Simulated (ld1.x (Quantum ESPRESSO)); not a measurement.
B (Z = 5): excitation energies, all-electron against TM semilocal

boron (B), norm-conserving Troullier–Martins (semilocal form), made with ld1.x (Quantum ESPRESSO) 7.5 (PBEsol, non-relativistic). Core [He], reference 2s1.5 2p1.5. Waves: 2s (bound): rc 1.50 bohr; 2p (bound): rc 3.45 bohr; 3d channel at 0.15 Ry: rc 3.35 bohr. Local part: the d channel. Core correction: a·sin(br)/r model core inside 1.15 bohr.

Energies are relative to the spin-unpolarised reference configuration 2s1.5 2p1.5; without spin polarisation the order of configurations can differ from experiment.

```json
{"valence configuration": "2s2 2p1", "charge": "0", "ΔE all-electron (eV)": "-2.903", "error AE − PS (meV)": "-7.2"}
{"valence configuration": "2s1 2p0", "charge": "+2", "ΔE all-electron (eV)": "30.493", "error AE − PS (meV)": "+546"}
{"valence configuration": "2s2 2p1.3", "charge": "-0.3", "ΔE all-electron (eV)": "-3.628", "error AE − PS (meV)": "-14"}
{"valence configuration": "2s1 2p1", "charge": "+1", "ΔE all-electron (eV)": "11.355", "error AE − PS (meV)": "-10"}
{"valence configuration": "2s0 2p3", "charge": "0", "ΔE all-electron (eV)": "8.740", "error AE − PS (meV)": "-61"}
{"valence configuration": "2s2 2p0.5", "charge": "+0.5", "ΔE all-electron (eV)": "-0.047", "error AE − PS (meV)": "+30"}
```

(1) What are ΔE and the potential's error for 2s2 2p0?

Levels in the configuration 2s2 2p1.3:

```csv
level,all-electron (eV),pseudo (eV)
2s,-6.981,-6.923
2p,-1.342,-1.325
```

## Answers

(1) ΔE = 5.238 eV all-electron; the error (AE − PS) is +172 meV.
